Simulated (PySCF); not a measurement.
**Field gradients at the hydrogen positions**

Species: C₃H₁₅NSi₃.
Z-matrix (Å and degrees, GFN2-xTB geometry), rows numbered from 1:
```
C 
Si  1  1.8956
C   2  1.9167  1  108.75
N   3  1.4638  2  107.16  1    54.24
Si  4  1.7116  3  124.12  2  -135.50
Si  3  1.9098  2  116.08  1   178.96
C   6  1.8940  3  110.38  2    60.95
H   1  1.0861  2  110.69  3   -48.50
H   1  1.0858  2  111.58  3  -168.79
H   1  1.0865  2  111.26  3    70.96
H   2  1.4698  1  110.37  3  -121.11
H   2  1.4710  1  109.96  3   118.45
H   3  1.0940  2  107.83  1   -59.71
H   4  1.0076  3  111.52  2    71.32
H   5  1.4618  4  104.37  3   173.54
H   5  1.4661  4  105.95  3    54.42
H   5  1.4730  4  116.02  3   -65.39
H   6  1.4704  3  109.50  2  -177.61
H   6  1.4722  3  108.22  2   -59.96
H   7  1.0858  6  111.55  3    58.56
H   7  1.0853  6  111.25  3   -61.75
H   7  1.0851  6  110.83  3   178.43
```

Level: PBE0/pcSseg-1 (PySCF, non-relativistic); Q(2H) = 0.00286 b; rigid geometry, the same for H and D, with no vibrational averaging.

Question: Rank these positions by the coupling χzz of a deuteron there, largest first.
A. H14 (N–H hydrogen)
B. H9 (methyl hydrogen)
C. H12 (Si–H hydrogen)
D. H13 (methine hydrogen)

Answer: A (284 kHz), B (219 kHz), D (205 kHz), C (106 kHz).

Q: Tabulate Vzz, the asymmetry η and χzz = 234.96 MHz × Q × Vzz for every hydrogen position.

A: 
```json
{"atom": "H8", "bonded to": "C1", "bond length (Å)": "1.086", "Vzz (au)": "0.3236", "η": "0.02", "χzz (kHz)": "217"}
{"atom": "H9", "bonded to": "C1", "bond length (Å)": "1.086", "Vzz (au)": "0.3266", "η": "0.01", "χzz (kHz)": "219"}
{"atom": "H10", "bonded to": "C1", "bond length (Å)": "1.086", "Vzz (au)": "0.3252", "η": "0.01", "χzz (kHz)": "219"}
{"atom": "H11", "bonded to": "Si2", "bond length (Å)": "1.470", "Vzz (au)": "0.1590", "η": "0.01", "χzz (kHz)": "107"}
{"atom": "H12", "bonded to": "Si2", "bond length (Å)": "1.471", "Vzz (au)": "0.1582", "η": "0.02", "χzz (kHz)": "106"}
{"atom": "H13", "bonded to": "C3", "bond length (Å)": "1.094", "Vzz (au)": "0.3057", "η": "0.10", "χzz (kHz)": "205"}
{"atom": "H14", "bonded to": "N4", "bond length (Å)": "1.008", "Vzz (au)": "0.4223", "η": "0.19", "χzz (kHz)": "284"}
{"atom": "H15", "bonded to": "Si5", "bond length (Å)": "1.462", "Vzz (au)": "0.1632", "η": "0.04", "χzz (kHz)": "110"}
{"atom": "H16", "bonded to": "Si5", "bond length (Å)": "1.466", "Vzz (au)": "0.1597", "η": "0.04", "χzz (kHz)": "107"}
{"atom": "H17", "bonded to": "Si5", "bond length (Å)": "1.473", "Vzz (au)": "0.1534", "η": "0.02", "χzz (kHz)": "103"}
{"atom": "H18", "bonded to": "Si6", "bond length (Å)": "1.470", "Vzz (au)": "0.1581", "η": "0.01", "χzz (kHz)": "106"}
{"atom": "H19", "bonded to": "Si6", "bond length (Å)": "1.472", "Vzz (au)": "0.1572", "η": "0.02", "χzz (kHz)": "106"}
{"atom": "H20", "bonded to": "C7", "bond length (Å)": "1.086", "Vzz (au)": "0.3262", "η": "0.01", "χzz (kHz)": "219"}
{"atom": "H21", "bonded to": "C7", "bond length (Å)": "1.085", "Vzz (au)": "0.3257", "η": "0.01", "χzz (kHz)": "219"}
{"atom": "H22", "bonded to": "C7", "bond length (Å)": "1.085", "Vzz (au)": "0.3275", "η": "0.01", "χzz (kHz)": "220"}
```

Q: Average by the element that carries the hydrogen.

A: on C: 217 kHz over 7 positions, mean bond length 1.087 Å; on Si: 106 kHz over 7 positions, mean bond length 1.469 Å; on N: 284 kHz over 1 position, mean bond length 1.008 Å.

Q: Give the 2H NMR doublet splittings at H8 for a magnetic field along the z, y and x axes of the gradient: 3χ/2, 3χ(1 + η)/4, 3χ(1 − η)/4.

A: With |χ| = 217.5 kHz and η = 0.022: 326, 167 and 160 kHz, to first order and without motion.

One conformer (not necessarily the lowest) at the GFN2-xTB geometry, without solvent, vibrations or thermal averaging. GFN2-xTB bond lengths can be off by several hundredths of an ångström, more for odd bonds, and the gradients follow them. With a basis this small, the couplings can be 20 % off.
